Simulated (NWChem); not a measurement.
System: AlN₂H₄Cl; SMILES [Cl][Al]([NH2])[NH2]

NWChem printed, in part:

```
             Northwest Computational Chemistry Package (NWChem) 7.3.0
             --------------------------------------------------------

 C2V symmetry detected

                             Geometry "geometry" -> ""
                             -------------------------

 Output coordinates in angstroms (scale by  1.889725989 to convert to a.u.)

  No.       Tag          Charge          X              Y              Z
 ---- ---------------- ---------- -------------- -------------- --------------
    1 Al                  13.0000     0.00000000     0.00000000    -0.41329471
    2 Cl                  17.0000     0.00000000     0.00000000     1.69592129
    3 N                    7.0000     0.00000000    -1.55585400    -1.24483271
    4 H                    1.0000     0.00000000    -2.44936400    -0.76720871
    5 H                    1.0000     0.00000000    -1.69636300    -2.24787771
    6 N                    7.0000     0.00000000     1.55585400    -1.24483271
    7 H                    1.0000     0.00000000     1.69636300    -2.24787771
    8 H                    1.0000     0.00000000     2.44936400    -0.76720871

 Effective nuclear repulsion energy (a.u.)     196.4466930527

      Symmetry information
      --------------------

 Group name             C2v
 Group number             16
 Group order               4
 No. of unique centers     5

                                 NWChem DFT Module
                                 -----------------

 Summary of "ao basis" -> "ao basis" (spherical)
 ------------------------------------------------------------------------------
       Tag                 Description            Shells   Functions and Types
 ---------------- ------------------------------  ------  ---------------------
 Al                         def2-svp                 8       18   4s3p1d
 Cl                         def2-svp                 8       18   4s3p1d
 N                          def2-svp                 6       14   3s2p1d
 H                          def2-svp                 3        5   2s1p

      Symmetry analysis of basis
      --------------------------

        a1         36
        a2          8
        b1         14
        b2         26

            General Information
            -------------------
          SCF calculation type: DFT
          Wavefunction type:  closed shell.
          No. of atoms     :     8
          No. of electrons :    48
           Alpha electrons :    24
            Beta electrons :    24
          Charge           :     0
          Spin multiplicity:     1
          Use of symmetry is: on ; symmetry adaption is: on
          Maximum number of iterations: 150
          AO basis - number of functions:    84
                     number of shells:    40
          Convergence on energy requested:  1.00D-06
          Convergence on density requested:  1.00D-05
          Convergence on gradient requested:  5.00D-04

              XC Information
              --------------
                      r^2SCAN Method XC Functional
               r^2SCAN metaGGA Exchange Functional  1.000
                     r^2SCAN Correlation Potential  1.000

             Grid Information
             ----------------
          Grid used for XC integration:  medium
          Radial quadrature: Mura-Knowles
          Angular quadrature: Lebedev.
          Tag              B.-S. Rad. Rad. Pts. Rad. Cut. Ang. Pts.
          ---              ---------- --------- --------- ---------
          Al                  1.25       88           8.0       590
          Cl                  1.00       88          11.0       590
          N                   0.65       49          11.0       434
          H                   0.35       45          12.0       434
          Grid pruning is: on
          Number of quadrature shells:   315
          Spatial weights used:  Erf1

      Superposition of Atomic Density Guess
      -------------------------------------

 Sum of atomic energies:        -811.60041563

      Non-variational initial energy
      ------------------------------

 Total energy =    -812.912644
 1-e energy   =   -1511.258685
 2-e energy   =     501.899348
 HOMO         =      -0.353551
 LUMO         =      -0.014670

      Symmetry analysis of molecular orbitals - initial
      -------------------------------------------------

  Numbering of irreducible representations:

     1 a1          2 a2          3 b1          4 b2

  Orbital symmetries:

     1 a1          2 a1          3 a1          4 b2          5 a1
     6 a1          7 b2          8 b1          9 a1         10 b2
    11 a1         12 b1         13 a1         14 b2         15 a1
    16 a1         17 a1         18 b2         19 b2         20 a1
    21 b1         22 b2         23 b1         24 a2         25 a1
    26 b1         27 b2         28 a1         29 a1         30 a1
    31 b2         32 b2         33 a1         34 b1

     ---------------------------------------------
      Total Density - Mulliken Population Analysis
     ---------------------------------------------

    Atom       Charge   Shell Charges
 -----------   ------   -------------------------------------------------------
    1 Al  13    11.76   2.00  1.99  0.68  0.04  5.93  0.58  0.31  0.24
    2 Cl  17    17.48   2.00  1.99  1.23  0.72  5.94  2.18  3.41  0.01
    3 N    7     7.89   1.99  1.03  0.46  2.64  1.76  0.00
    4 H    1     0.75   0.58  0.12  0.05
    5 H    1     0.75   0.58  0.12  0.05
    6 N    7     7.89   1.99  1.03  0.46  2.64  1.76  0.00
    7 H    1     0.75   0.58  0.12  0.05
    8 H    1     0.75   0.58  0.12  0.05

   convergence    iter        energy       DeltaE   RMS-Dens  Diis-err
 ---------------- ----- ----------------- --------- --------- ---------
 d= 0,ls=0.0,diis     1   -814.2006685174 -1.01D+03  1.18D-02  6.37D-01
 d= 0,ls=0.0,diis     2   -814.1529334774  4.77D-02  7.31D-03  9.96D-01
 d= 0,ls=0.0,diis     3   -814.2644896477 -1.12D-01  1.68D-03  3.74D-02
 d= 0,ls=0.0,diis     4   -814.2685869002 -4.10D-03  6.50D-04  3.07D-03
 d= 0,ls=0.0,diis     5   -814.2690385790 -4.52D-04  8.98D-05  5.10D-05
  Resetting Diis
 d= 0,ls=0.0,diis     6   -814.2690453164 -6.74D-06  1.91D-05  2.16D-06
 d= 0,ls=0.0,diis     7   -814.2690456198 -3.03D-07  4.76D-06  6.76D-08

         Total DFT energy =     -814.269045619788
      One electron energy =    -1515.826236738940
           Coulomb energy =      567.353331626163
    Exchange-Corr. energy =      -62.242833559677
 Nuclear repulsion energy =      196.446693052667

 Numeric. integr. density =       47.999995405523

                  Occupations of the irreducible representations
                  ----------------------------------------------

                     irrep           alpha         beta
                     --------     --------     --------
                     a1               12.0         12.0
                     a2                1.0          1.0
                     b1                4.0          4.0
                     b2                7.0          7.0

                       DFT Final Molecular Orbital Analysis
                       ------------------------------------

 Vector   22  Occ=2.000000D+00  E=-2.792326D-01  Symmetry=b2
              MO Center=  6.5D-30, -1.5D-15,  1.5D+00, r^2= 1.6D+00
   Bfn.  Coefficient  Atom+Function         Bfn.  Coefficient  Atom+Function
  ----- ------------  ---------------      ----- ------------  ---------------
    30      0.623549  2 Cl py                27      0.456470  2 Cl py
    24      0.267923  2 Cl py                12      0.109714  1 Al py
    39      0.082273  3 N  s                 63     -0.082273  6 N  s
    15      0.062414  1 Al d -1              42     -0.053511  3 N  pz
    66      0.053511  6 N  pz                41     -0.050415  3 N  py

 Vector   23  Occ=2.000000D+00  E=-2.352447D-01  Symmetry=b1
              MO Center= -7.8D-16, -1.0D-14, -9.4D-01, r^2= 3.7D+00
   Bfn.  Coefficient  Atom+Function         Bfn.  Coefficient  Atom+Function
  ----- ------------  ---------------      ----- ------------  ---------------
    40      0.360611  3 N  px                64      0.360611  6 N  px
    43     -0.304550  3 N  px                67     -0.304550  6 N  px
    29      0.224154  2 Cl px                11     -0.159238  1 Al px
    26      0.144915  2 Cl px                 8     -0.126686  1 Al px
    23      0.085744  2 Cl px                 5      0.080957  1 Al px

 Vector   24  Occ=2.000000D+00  E=-2.130957D-01  Symmetry=a2
              MO Center=  4.4D-16,  9.6D-15, -1.2D+00, r^2= 3.2D+00
   Bfn.  Coefficient  Atom+Function         Bfn.  Coefficient  Atom+Function
  ----- ------------  ---------------      ----- ------------  ---------------
    40      0.408598  3 N  px                64     -0.408598  6 N  px
    43     -0.366867  3 N  px                67      0.366867  6 N  px
    14      0.079130  1 Al d -2

 Vector   25  Occ=0.000000D+00  E=-2.419806D-03  Symmetry=a1
              MO Center=  4.0D-16, -5.1D-15, -5.7D-01, r^2= 5.3D+00
   Bfn.  Coefficient  Atom+Function         Bfn.  Coefficient  Atom+Function
  ----- ------------  ---------------      ----- ------------  ---------------
     4      1.198009  1 Al s                 39     -0.526603  3 N  s
    63     -0.526603  6 N  s                 22     -0.282220  2 Cl s
    31      0.281705  2 Cl pz                38     -0.209238  3 N  s
    62     -0.209238  6 N  s                  2      0.188928  1 Al s
    21     -0.180435  2 Cl s                 57      0.162197  5 H  s

 Vector   26  Occ=0.000000D+00  E= 2.888313D-02  Symmetry=b1
              MO Center=  2.6D-14, -3.8D-15, -3.6D-01, r^2= 4.0D+00
   Bfn.  Coefficient  Atom+Function         Bfn.  Coefficient  Atom+Function
  ----- ------------  ---------------      ----- ------------  ---------------
    11      0.822113  1 Al px                 8      0.367131  1 Al px
    43     -0.268290  3 N  px                67     -0.268290  6 N  px
    29     -0.264538  2 Cl px                40      0.232178  3 N  px
    64      0.232178  6 N  px                 5     -0.178547  1 Al px
    26     -0.148666  2 Cl px                23     -0.082349  2 Cl px

 Vector   27  Occ=0.000000D+00  E= 7.922317D-02  Symmetry=b2
              MO Center=  3.9D-16,  1.8D-13, -9.8D-01, r^2= 7.5D+00
   Bfn.  Coefficient  Atom+Function         Bfn.  Coefficient  Atom+Function
  ----- ------------  ---------------      ----- ------------  ---------------
    39      0.891359  3 N  s                 63     -0.891359  6 N  s
    12      0.761672  1 Al py                57     -0.515141  5 H  s
    76      0.515141  7 H  s                 52     -0.349131  4 H  s
    81      0.349131  8 H  s                 30     -0.218821  2 Cl py
    38      0.187752  3 N  s                 62     -0.187752  6 N  s

     ---------------------------------------------
      Total Density - Mulliken Population Analysis
     ---------------------------------------------

    Atom       Charge   Shell Charges
 -----------   ------   -------------------------------------------------------
    1 Al  13    12.20   2.00  1.98  0.69 -0.01  5.93  0.83  0.46  0.33
    2 Cl  17    17.36   2.00  1.99  1.23  0.73  5.93  2.14  3.33  0.01
    3 N    7     7.50   1.99  0.97  0.47  2.44  1.62  0.01
    4 H    1     0.86   0.70  0.11  0.05
    5 H    1     0.86   0.70  0.11  0.05
    6 N    7     7.50   1.99  0.97  0.47  2.44  1.62  0.01
    7 H    1     0.86   0.70  0.11  0.05
    8 H    1     0.86   0.70  0.11  0.05

     -------------------------------------------
      Total Density - Lowdin Population Analysis
     -------------------------------------------

    Atom       Charge   Shell Charges
 -----------   ------   -------------------------------------------------------
    1 Al  13    12.69   2.00  1.93  0.49  0.19  5.82  0.99  0.71  0.56
    2 Cl  17    17.10   2.00  1.96  1.03  0.79  5.82  2.26  3.23  0.01
    3 N    7     7.25   1.97  0.70  0.45  2.24  1.88  0.02
    4 H    1     0.93   0.59  0.21  0.13
    5 H    1     0.93   0.59  0.21  0.13
    6 N    7     7.25   1.97  0.70  0.45  2.24  1.88  0.02
    7 H    1     0.93   0.59  0.21  0.13
    8 H    1     0.93   0.59  0.21  0.13

     Multipole analysis of the density
     ---------------------------------

     L   x y z        total         alpha         beta         nuclear
     -   - - -        -----         -----         ----         -------
     0   0 0 0     -0.000000    -24.000000    -24.000000     48.000000

     1   1 0 0     -0.000000     -0.000000     -0.000000      0.000000
     1   0 1 0     -0.000000     -0.000000     -0.000000     -0.000000
     1   0 0 1     -1.082734     -0.541367     -0.541367      0.000000

     2   2 0 0    -28.068654    -14.034327    -14.034327      0.000000
     2   1 1 0     -0.000000     -0.000000     -0.000000      0.000000
     2   1 0 1     -0.000000     -0.000000     -0.000000      0.000000
     2   0 2 0    -23.208518   -103.815578   -103.815578    184.422639
     2   0 1 1     -0.000000     -0.000000     -0.000000     -0.000000
     2   0 0 2    -26.462379   -163.381483   -163.381483    300.300588
```

Level: r2SCAN/def2-SVP. All runs use the structure optimised with PBE0/def2-SVP.

### Question
Write an input that gives this output.

### Answer
This is not unique; one that fits is the input that was run:
```
start job
memory heap 200 mb stack 900 mb global 1100 mb
geometry units angstroms noautoz
  Al     0.000000     0.000000    -0.423299
  Cl     0.000000     0.000000     1.685917
  N      0.000000    -1.555854    -1.254837
  H      0.000000    -2.449364    -0.777213
  H      0.000000    -1.696363    -2.257882
  N      0.000000     1.555854    -1.254837
  H      0.000000     1.696363    -2.257882
  H      0.000000     2.449364    -0.777213
end
basis spherical
  Al library def2-svp
  Cl library def2-svp
  N library def2-svp
  H library def2-svp
end
dft
  xc r2scan
  iterations 150
  mulliken
end
task dft energy
```
